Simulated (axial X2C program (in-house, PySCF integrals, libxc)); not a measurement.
**GeSe at several levels of theory**

Calculated with an in-house all-electron X2C program for linear molecules (integrals from PySCF). Spin-free means the one-electron spin-free X2C Hamiltonian; two-component (2c) means X2C with spin–orbit coupling and atomic mean-field two-electron Coulomb and Gaunt terms, so the difference of the two also holds small scalar two-electron terms. Basis: Se dyall-cv3z [8s9p6d4f1g], Ge dyall-cv3z [9s9p7d4f1g] (cores contracted in-house); Gaussian nuclei, density fitting, unrestricted open shells. Masses: Se 79.917 u, Ge 73.921 u.

State, spin-free: M_S = 0, Λ = 0 (closed shell); electrons by block: σα: 15, σβ: 15, π+α: 7, π+β: 7, π-α: 7, π-β: 7, δ+α: 2, δ+β: 2, δ-α: 2, δ-β: 2. Fragments: Se + Ge.

State, 2c: Ω = 0 (closed shell); electrons by block: 1/2: 22, -1/2: 22, 3/2: 9, -3/2: 9, 5/2: 2, -5/2: 2. Fragments: Se + Ge.

| Hamiltonian | level | Re (Å) | ωe (cm⁻¹) | ωexe (cm⁻¹) | Be (cm⁻¹) | De (eV) | D0 (eV) | μ (D) |
| --- | --- | --- | --- | --- | --- | --- | --- | --- |
| spin-free | PBE0 | 2.132 | 412.9 | 0.749 | 0.09655 | 5.06 | 5.03 | 1.90 |
| spin-free | HF | 2.116 | 439.8 | 0.715 | 0.09805 | 2.72 | 2.70 | 2.47 |
| spin-free | MP2 | 2.153 | 404.3 | 0.715 | 0.09473 | 5.04 | 5.01 | n/a |
| spin-free | CCSD | 2.143 | 414.1 | 0.738 | 0.09555 | 4.62 | 4.60 | n/a |
| spin-free | CCSD(T) | 2.159 | 396.6 | 0.829 | 0.09418 | 4.91 | 4.88 | n/a |
| spin-free | M06 | 2.142 | 406.5 | 0.761 | 0.09571 | 5.16 | 5.14 | 1.95 |
| 2c | PBE0 | 2.134 | 412.0 | 0.752 | 0.09643 | n/a | n/a | 1.90 |
| 2c | HF | 2.117 | 438.6 | 0.723 | 0.09792 | n/a | n/a | 2.46 |
| 2c | MP2 | 2.154 | 404.0 | 0.708 | 0.09464 | n/a | n/a | n/a |
| 2c | CCSD | 2.145 | 413.1 | 0.745 | 0.09543 | n/a | n/a | n/a |
| 2c | CCSD(T) | 2.160 | 395.9 | 0.828 | 0.09408 | n/a | n/a | n/a |
| 2c | M06 | 2.143 | 405.5 | 0.765 | 0.09559 | n/a | n/a | 1.94 |

Correlated methods: 10 electrons correlated (number of frozen shells: Se 3 s, 2 p, 1 d; Ge 3 s, 2 p, 1 d), 250 virtual spin orbitals or spinors in MP2, 90 natural virtuals in coupled cluster.

Dipoles are positive if Ge is the positive end.

One determinant describes the state; a PBE0 search over occupations chose it and may have missed a lower one. Closed shells are restricted here (equal orbitals for both partners); the stretched side of such a curve lies too high. Dissociation energies refer to the lowest single-determinant-based atoms at the same level and basis. De is not given where an atomic determinant may have missed its ground term or J level, or where the truncated virtual space spoils (T). CCSD and (T) use frozen natural virtuals with an MP2 correction for the truncation; (T) itself is uncorrected, so its De runs slightly low. The functionals have no current-density term, which raises determinants with orbital currents, atoms included. The T1 diagnostic is large, a sign of multireference character. With the outer-core shells frozen, correlated bond lengths of heavy atoms tend to come out a few hundredths of an ångström too long.

Rough cost a point (2c) on 1 thread(s) of a shared host, integrals apart: PBE0 1.1 s, HF 0.6 s, CCSD(T) 5 s, M06 1.7 s.

The whole task took 2.7 min on 1 thread of Intel(R) Xeon(R) CPU @ 2.80GHz (Skylake/Cascade Lake), with other jobs on the host.
